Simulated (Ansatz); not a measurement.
Stepwise reaction of `[SH][Ge]([Cl])([Cl])[Cl]` with hydrogen sulfide, as a gas-phase model of exchange steps in deposition or etching. ΔE in kJ/mol; ΔG adds harmonic PBE0-D4 terms to CCSD(T)/CBS, at 1 bar.

Isolated molecules relaxed with PBE0-D4/def2-TZVP in Ansatz; ΔE leaves out vibrations. CBS: MP2 limit from def2 TZ/QZ plus the TZ coupled-cluster correction, frozen cores. This one scheme is used for every species. DFT in def2-TZVPP. B3LYP here is the variant with VWN-RPA as its local correlation; programs differ in this. For Ge outer-core shells are correlated without core-valence functions, which leaves a few kJ/mol of doubt a bond. Scalar relativity is left out up to krypton. One conformer a species, not always the lowest.

```csv
step,reaction,PBE-D4,B3LYP-D4,ωB97M-V,CCSD(T)/CBS,ΔG(600 K)
1,`[SH][Ge]([Cl])([Cl])[Cl]` + H₂S → `[SH][Ge]([SH])([Cl])[Cl]` + HCl,14.3,18.5,20.3,16.6,22.9
2,`[SH][Ge]([SH])([Cl])[Cl]` + H₂S → `[SH][Ge]([SH])([SH])[Cl]` + HCl,15.3,19.2,21.1,17.3,17.3
3,`[SH][Ge]([SH])([SH])[Cl]` + H₂S → `[SH][Ge]([SH])([SH])[SH]` + HCl,19.7,23.4,25.1,20.7,27.4
```

Question: By hand: ΔE of the 3 steps together at CCSD(T)/CBS.

Answer: (16.6) + (17.3) + (20.7) = 54.6 kJ/mol, or 18.2 kJ/mol a step.

In ΔE the steps differ by no more than 4.1 kJ/mol. All are uphill at CCSD(T)/CBS. ΔG lies between 17.3 and 27.4 kJ/mol a step. PBE-D4 differs from CCSD(T)/CBS by -2.3 to -1.0 kJ/mol a step. Isolated molecules leave out the surface, adducts and barriers. Largest T1 diagnostic: 0.011.
